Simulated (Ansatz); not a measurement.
Consider the ligand exchange at a Ge–N bond: `F[SiH](Cl)[NH][GeH2][Cl]` + `CN[SiH2]Cl` → `C[N]([SiH2]Cl)[GeH2][Cl]` + `N[SiH](F)Cl`.

Calculated with Ansatz (gas phase, PBE0-D4/def2-TZVP geometries, no zero-point term in ΔE). CCSD(T)/CBS adds triple-zeta CCSD(T) − MP2 to the extrapolated MP2 energy (def2 sets, frozen cores). Functionals use def2-TZVPP. For Ge outer-core shells are correlated without core-valence functions, which leaves a few kJ/mol of doubt a bond. Scalar relativity is left out up to krypton. One conformer a species, not always the lowest.

```tsv
level	ΔE (kcal/mol)
r2SCAN-D4	0.3
HF/def2-TZVPP	1.9
CCSD(T)/def2-TZVPP	-0.2
MP2/CBS(def2)	-0.7
```

Question: What does CCSD(T)/CBS give? (Estimate.)

Answer: Computed: -0.2 kcal/mol. The listed levels differ from it by 0.5, 2.1, 0.0, -0.5 kcal/mol.

Largest T1 diagnostic among the species: 0.011.

In def2-TZVPP, CCSD(T) changes the Hartree–Fock value by −2.1 kcal/mol (the triples alone add −0.3 kcal/mol) and MP2 by −2.6 kcal/mol.
